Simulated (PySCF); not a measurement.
## Simulated absorption spectrum

Species: C3H8O2SSi.
Geometry (PBE0-D3(BJ)/def2-SVP, Å), atoms numbered from 1 in this order:
```xyz
15
C3H8O2SSi angstrom
C     -3.5446   -0.1884    0.5373
S     -1.9805    0.7092    0.8091
Si    -0.6995   -0.6481   -0.2205
O      0.8039    0.1673   -0.1080
C      1.8408   -0.4486   -0.6930
C      3.1248    0.3062   -0.5553
O      1.6999   -1.5022   -1.2628
H     -4.3377    0.4220    0.9892
H     -3.5408   -1.1723    1.0276
H     -3.7645   -0.3067   -0.5339
H     -1.1230   -0.8023   -1.6385
H     -0.6276   -1.9660    0.4664
H      3.3406    0.4768    0.5093
H      3.0191    1.2955   -1.0241
H      3.9407   -0.2522   -1.0266
```

Computed with PySCF, TDDFT PBE0/def2-SVPD, vertical, gas phase, core orbitals frozen in the response.

Broadening: Gaussians 0.4 eV wide at half height, area fixed by f = 4.319×10⁻⁹ ∫ε dν̃. The width is an assumption, not a result. The curve ends short of the highest state used, and states not computed would add to its high-energy end.

| λ (nm) | ε (L mol⁻¹ cm⁻¹) |
| --- | --- |
| 179.0 | 3979 |
| 181.4 | 2815 |
| 183.7 | 2113 |
| 186.1 | 1684 |
| 188.5 | 1358 |
| 190.8 | 1152 |
| 193.2 | 1119 |
| 195.6 | 1219 |
| 197.9 | 1302 |
| 200.3 | 1268 |
| 202.7 | 1105 |
| 205.0 | 888 |
| 207.4 | 658 |
| 209.8 | 458 |
| 212.1 | 306 |
| 214.5 | 190 |
| 216.8 | 115 |
| 219.2 | 69 |
| 221.6 | 47 |
| 223.9 | 42 |
| 226.3 | 46 |
| 228.7 | 53 |
| 231.0 | 57 |
| 233.4 | 57 |
| 235.8 | 52 |
| 238.1 | 43 |
| 240.5 | 32 |
| 242.9 | 23 |
| 245.2 | 15 |
| 247.6 | 9 |
| 249.9 | 5 |
| 252.3 | 3 |
| 254.7 | 1 |
| 257.0 | 1 |
| 259.4 | 0 |
| 261.8 | 0 |

(1) Locate the maxima and give the states behind the curve.

(2) Coming from long wavelengths, where does ε first pass 100 L mol⁻¹ cm⁻¹?

(3) On this curve, what absorbance would a 10⁻³ mol/L sample give at 248 nm over a 1 cm path?

Results:

(1) 232 nm (5.34 eV), ε about 58, made up of S1 (99%); 199 nm (6.25 eV), ε about 1300, made up of S3 (12%) and S4 (85%) (ε in L mol⁻¹ cm⁻¹; maxima over ε = 5, shares over 10%). At its high-energy end, 6.93 eV, the curve is still rising (ε about 4000, from S5 and S7). The states used: S1 5.34 eV (f 0.0008); S2 5.87 eV (f 0.0009); S3 6.03 eV (f 0.0051); S4 6.26 eV (f 0.016); S5 6.69 eV (f 0.016); S6 6.70 eV (f 0.0042); S7 7.08 eV (f 0.075); S8 7.26 eV (f 0.0001); S9 7.32 eV (f 0.0027); S10 7.53 eV (f 0.061).

(2) At about 217 nm (5.70 eV), 0.37 eV above S1.

(3) 248 nm is 4.999 eV, where ε is about 8 L mol⁻¹ cm⁻¹, so A = ε c l ≈ 0.008 (Beer–Lambert, with the gas-phase spectrum and the assumed width).

The vertical ionisation energy (ΔSCF) is 9.14 eV, 1.61 eV above S10.

One conformer stands for the species.
